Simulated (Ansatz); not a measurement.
`C[O][Ga]([Cl])[Cl]` + HI → `[Cl][Ga]([Cl])[I]` + CH₃OH at 500 K and 1 bar (ligand exchange at a Ga–O bond).

Calculated with Ansatz (gas phase, PBE0-D4/def2-TZVP geometries, no zero-point term in ΔE). CCSD(T)/CBS adds triple-zeta CCSD(T) − MP2 to the extrapolated MP2 energy (def2 sets, frozen cores). This one scheme is used for every species. def2 core potentials past Kr. For Ga, I outer-core shells are correlated without core-valence functions, which leaves a few kJ/mol of doubt a bond. Scalar relativity is left out up to krypton. Each species was taken in one conformer, which may not be the lowest.

```
             species  CCSD(T)/CBS energy (Eh)  H − E (kJ/mol)  S (J/(mol·K))
`C[O][Ga]([Cl])[Cl]`              -2958.65291           161.7          436.3
                  HI               -298.03592            28.6          221.6
 `[Cl][Ga]([Cl])[I]`              -3141.09973            42.9          395.6
               CH₃OH               -115.61712           157.0          265.4
```

H − E and S are ideal-gas, rigid-rotor, harmonic terms from PBE0-D4/def2-TZVP, for one conformer and one mirror image of each species. 1 Eh = 2625.50 kJ/mol, R = 8.31446 J/(mol·K).

**Question.** By hand: ΔE, ΔH, ΔS and ΔG.

**Answer.** ΔE = (-3141.09973) + (-115.61712) − (-2958.65291) − (-298.03592) = -0.02802 Eh = -73.6 kJ/mol. Δ(H − E) = 42.9 + 157.0 − 161.7 − 28.6 = 9.6, so ΔH = -64.0 kJ/mol. ΔS = 395.6 + 265.4 − 436.3 − 221.6 = 3.1 J/(mol·K). ΔG = -64.0 − 500 × (3.1)/1000 = -65.5 kJ/mol.

**Question.** By hand: the equilibrium constant, and the temperature at which ΔG would vanish if ΔH and ΔS stayed fixed.

**Answer.** log₁₀ K = −ΔG/(RT ln 10) = 6.8. ΔH and −TΔS have one sign here, so there is no such temperature.

The number of gas molecules stays the same, so ΔS is small and ΔH decides. A doubt of 5 kJ/mol in ΔE shifts log₁₀ K by 0.5 here. Other conformers and mirror images would add mixing entropy, several J/(mol·K) or more a flexible species. These are equilibria of isolated gas molecules and say nothing of rates. Largest T1 diagnostic: 0.013 (customary marks: 0.02 for closed shells, 0.045 for open ones).

ΔS is within the doubt of such terms, so its sign, and with it that verdict, could turn.
